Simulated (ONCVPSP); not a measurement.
## Ga: one change to an ONCV potential, before and after

Ga (Z = 31), optimised norm-conserving Vanderbilt (ONCV), made with ONCVPSP 4.0.1 (PBE, scalar-relativistic). Core [Ar] 3d10, reference 4s1 (charge +2). Waves: 4s: rc 1.95 bohr, ncon 5, nbas 8, qcut 2.7 1/bohr, 2 projectors, debl 4 Ha; p scattering state at 0.19 Ha: rc 1.95 bohr, ncon 3, nbas 6, qcut 5.1 1/bohr, 3 projectors, debl 2.9 Ha; d scattering state at 0.16 Ha: rc 1.60 bohr, ncon 3, nbas 8, qcut 5 1/bohr, 2 projectors, debl 1.6 Ha. Local part: polynomial inside 1.50 bohr (lpopt 5, dvloc0 0 Ha). Core correction: Teter function, fcfact 3.25, rcfact 1.15.

In the p channel the program set the typed energies aside and used 0.050, 2.950, 5.850 Ha.

Change: local potential polynomial inside 1.50 bohr (lpopt 5, dvloc0 5 Ha).

Cutoffs: the cutoffs (Ha) at which the residual kinetic energy of the hardest occupied pseudo-wave falls to 1 and 0.1 mHa per electron; they do not see the model core or the augmentation charge, which bear on the density cutoff. Errors are all-electron minus pseudo energies relative to the spin-unpolarised reference configuration.

Task: How do hardness, ghosts and transferability respond?

Result: The potential gets neither clearly harder nor softer (32 Ha and 41 Ha → 32 Ha and 41 Ha); the bound ghost in d disappears; the errors of the 4 common tests hardly move. In the separable form a ghost depends on how the local part lies against the semilocal potential of the channel, so the choice of the local part can create or remove one.

| quantity | base | changed |
| --- | --- | --- |
| cutoff, loose | 32 Ha | 32 Ha |
| cutoff, tight | 41 Ha | 41 Ha |
| bound ghosts | d | none |
| GHOST(+) flags under 300 eV | s at 129.2 eV | s at 187.9 eV |
| error for 4s2 4p1, meV [ΔE -26.82 eV] | +158 | +158 |
| error for 4s2, meV [ΔE -21.13 eV] | +65 | +65 |
| error for 4s2 4p0.5, meV [ΔE -24.79 eV] | +114 | +114 |
| error for 4s1 4p2, meV [ΔE -20.28 eV] | +200 | +199 |
| s: phases at 1.98 bohr within 0.05 rad from the reference energy up to (Ha; the scan ends near 5) | 4.1 | to the end of the scan |
| p: phases at 1.98 bohr within 0.05 rad from the reference energy up to (Ha; the scan ends near 5) | to the end of the scan | to the end of the scan |
| d: phases at 1.63 bohr within 0.05 rad from the reference energy up to (Ha; the scan ends near 5) | to the end of the scan | 4.5 |
| rms error of d²Exc/dni dnj with the model core, mHa | 30.32 | 30.32 |

Base: The cutoffs count occupied waves only; projector 2 of the d channel, the hardest unoccupied one, needs 163 Ha at the loose tolerance. Changed file: The cutoffs count occupied waves only; projector 2 of the d channel, the hardest unoccupied one, needs 163 Ha at the loose tolerance. A true bound ghost makes a file unfit for plane-wave use even where its test errors are small: the radial tests pick states by their node count and pass the ghost by.
